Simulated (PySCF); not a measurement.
CH7FOSi2, SMILES O[SiH2][SiH2]CF.

Geometry: r2SCAN-D4/def2-SVP. This is a generated structure with no PubChem entry under its InChIKey; it may be hypothetical. One conformer was computed; it need not be the lowest.

These are PySCF with CAM-B3LYP/def2-TZVP values and carry that method's errors.

Isolated molecule, no solvent.

Computed frontier levels, gap, dipole moment and polarisability:
```json
{
  "highest_occupied_level": "-9.38 eV",
  "lowest_empty_level": "0.33 eV",
  "orbital_gap": "9.71 eV",
  "dipole_moment": "3.09 D",
  "quadrupole, principal values (traceless, Buckingham form, about the centre of nuclear charge)": "-5.34, 0.07, 5.27 D·Å",
  "mean_static_polarisability": "70.9 bohr³ (10.51 Å³)",
  "polarisability_principal_values": "62.6, 67.9, 82.3 bohr³"
}
```
